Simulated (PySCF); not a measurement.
Geometry:
```
atom   x (Å)   y (Å)   z (Å)
  C1  -2.450  -1.383   0.299
  C2  -1.302  -0.732   0.263
  C3   0.120  -1.083   0.083
  C4   0.499   0.210   0.207
  O5   1.670   0.906   0.191
  C6   2.800   0.167   0.087
  F7   3.842   0.954   0.373
  F8   2.991  -0.276  -1.180
  C9  -0.878   0.699   0.396
 C10  -1.460   1.868   0.591
 H11  -2.496  -2.451   0.176
 H12  -3.381  -0.866   0.451
 H13   0.627  -2.011  -0.095
 H14   2.824  -0.718   0.751
 H15  -0.886   2.777   0.645
 H16  -2.528   1.948   0.699
```

Geometry: GFN2-xTB; GIAO absolute shieldings from PySCF, gas phase, non-relativistic, averaged over equivalent atoms.

At HF/STO-3G (56 basis functions, 2.7 s wall time on 1 thread of an Arm Neoverse V1, shared host):
| atoms | σ (ppm) |
| --- | --- |
| C4 | 99.2 |
| C9 | 117.7 |
| C2 | 117.7 |
| C3 | 125.1 |
| C10 | 146.0 |
| C1 | 149.2 |
| C6 | 154.3 |
| O5 | 334.8 |
| F7/F8 | 453.9 |
| H13 | 27.49 |
| H16 | 27.83 |
| H15 | 27.91 |
| H12 | 28.17 |
| H11 | 28.42 |
| H14 | 29.65 |

Q: What do these become at PBE0/3-21G?

A: 
```tsv
atoms	σ at PBE0/3-21G	change
C4	65.4	-33.8
C9	77.9	-39.8
C2	82.9	-34.8
C3	97.5	-27.6
C10	116.0	-30.0
C1	118.7	-30.5
C6	96.7	-57.6
O5	196.8	-138.0
F7/F8	309.9	-144.0
H13	27.25	-0.24
H16	27.81	-0.02
H15	27.74	-0.17
H12	27.97	-0.20
H11	28.10	-0.32
H14	26.09	-3.56
```

The largest change is at F7/F8 (fluorine of a CF2 group). Cost: 102 basis functions, 18 s wall time on 1 thread of an Arm Neoverse V1, shared host. The order of the carbon signals changes between the two levels.
